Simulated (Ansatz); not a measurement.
Input for Ansatz (a program for electronic structure): U-B3LYP/def2-TZVPP on BF (SMILES [B]F), 2S+1 = 1, a spin state set in the input, which need not be the lowest, at the other state's geometry.

Ansatz 0.2 input:
```yaml
crystal:
  periodic: [false, false, false]
  atoms:
    - {symbol: B, position_ang: [-0.00000000, -0.00000000, -0.84516390]}
    - {symbol: F, position_ang: [0.00000000, 0.00000000, 0.46953550]}
basis:
  gaussian:
    orbitals: def2-TZVPP
hamiltonian:
  xc: {name: B3LYP}
magnetization: {spin_polarized: true, initial_magnetization: 0}
```

It printed:

```
Functional definition: B3LYP
[...]
integrals: 0.01 GiB planned
325 factors; their error is unknown
mean field: 0.13 GiB planned
mean field evaluation 1: about -3392.7742 eV, gradient 1.9e1 eV
mean field evaluation 2: about -3390.3198 eV, gradient 3.6e1 eV
mean field evaluation 4: about -3393.7605 eV, gradient 2.8e-1 eV
mean field evaluation 8: about -3393.7716 eV, gradient 1.6e-3 eV
mean field -3393.77164301 eV, -124.7188074994 hartree, gradient 5.3e-6 eV, S^2 0.000000; 0 other end points of the search recorded, 0 dependent functions left out
reference -3393.77180607 eV, -124.7188134920 hartree; 7, 7 occupied and 55, 55 virtual orbitals, 325 factors
Total energy: -3393.77180607 eV, -124.7188134920 hartree
```

The run converged.

Cost: about 1.1 core-seconds (a rough figure).
